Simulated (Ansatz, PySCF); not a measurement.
C4H11O4Si (SMILES [CH2]O[Si](OC)(OC)OC), doublet, at a GFN2-xTB geometry. Base run: CCSD(T)/STO-3G (PySCF).

Here is a job for PySCF.
```python
from pyscf import gto, scf, cc

mol = gto.M(
    atom='''
C     0.35972231   -2.09494642   -1.74438884
O     0.72116892   -0.95011780   -1.13594221
Si   -0.00762696   -0.02170178   -0.00629818
O     1.09045178    1.10481060    0.39393870
C     2.44442596    0.92202627    0.72542551
O    -0.48414978   -1.04425416    1.15708566
C    -1.34377516   -0.79046899    2.24073632
O    -1.33268157    0.78643605   -0.47504907
C    -1.42507681    1.86702797   -1.36971891
H     1.11618260   -2.54561285   -2.35724859
H    -0.49719581   -2.63608161   -1.39548400
H     2.53967404    0.36283877    1.65837375
H     2.88716819    1.91130297    0.84421301
H     2.96187272    0.37821496   -0.06590032
H    -1.55911122   -1.74773294    2.71606815
H    -2.26971706   -0.33135269    1.89402677
H    -0.86509745   -0.12285091    2.96012744
H    -2.44792302    2.24169166   -1.32249569
H    -1.20136713    1.53976829   -2.38715119
H    -0.72780088    2.65680884   -1.08894369
''',
    basis='sto-3g',
    spin=1,
    verbose=4,
)

mf = scf.UHF(mol)
mf.kernel()

mycc = cc.CCSD(mf)
mycc.kernel()
et = mycc.ccsd_t()
print('E(CCSD(T)) = %.10f' % (mycc.e_tot + et))
```

The same geometry, method and basis name were run in Ansatz (a quantum-chemistry and plane-wave program) and PySCF, at each program's defaults and at the settings that a row names. The base is PySCF at its defaults. Differences at the defaults can come from grids, fitting, cores and function types together.

| code and settings | ΔE vs base (mEh) | basis functions | E (Eh) | SCF cycles | SCF-reference dipole (D) |
|---|---|---|---|---|---|
| PySCF, defaults (exact integrals, spherical functions, all electrons correlated) | 0.000 | 60 | -737.51537 | 11 | 0.65 |
| Ansatz, defaults (factorised integrals, spherical functions, frozen core) | 5.370 | 60 | -737.51000 | - | - |
| PySCF, frozen core | 5.332 | 60 | -737.51004 | 11 | 0.65 |
| Ansatz, high accuracy, frozen core | 5.332 | 60 | -737.51004 | - | - |

Open shells are given as the SCF converged; they aren't shown to be the lowest states, and a large step between rows can be another state.
